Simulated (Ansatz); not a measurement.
C3H3N, SMILES `[C-]#[N+][C]C` (near-degenerate singlet) (charge 0, multiplicity 1). This singlet lies within 0.05 eV of the relaxed triplet at the level B3LYP/cc-pVTZ // B3LYP-D3(BJ)/def2-TZVP (Ansatz, a program for electronic structure).

Cartesian coordinates (Å):
SMILES: [C-]#[N+][C]C
```xyz
7

C      2.5873     0.1504    -0.2391
N      1.4628    -0.2110    -0.0884
C      0.2828    -0.7460     0.1619
C     -0.8498     0.0885    -0.2867
H     -0.6390     1.1485    -0.4562
H     -1.7195    -0.0629     0.3523
H     -1.1245    -0.3676    -1.2529
```
Charge 0, multiplicity 1.

The restricted HF start is unstable towards unrestricted orbitals.

**Question.** Give the natural occupations of the active orbitals, the CASSCF energy and the corrected energy for frozen-core fic-MRCISD+Q@CASSCF(2e,2o)/cc-pVTZ // B3LYP-D3(BJ)/def2-TZVP run with Ansatz.

**Answer.** 
```
Item                           Result
-----------------------  ------------
natural occupations        1.94, 0.06
CASSCF energy            -169.7391 Ha
corrected energy         -170.3725 Ha
weight of the reference         0.863
```
